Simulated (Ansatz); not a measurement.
Species: [Ta(Cl)2(F)3] (charge 0, multiplicity 1).

Give a relaxed geometry from Ansatz (a program for electronic structure) with PBE-D3(BJ)/def2-SVP.

the end point of this relaxation.
Cartesian coordinates (Å) in one orientation:
```xyz
6

Ta    -0.014    -0.001    -0.002
Cl    -1.522     0.801     1.533
Cl    -0.904    -0.957    -1.891
F      0.107     1.692    -0.850
F      1.834     0.117     0.271
F      0.068    -1.681     0.876
```
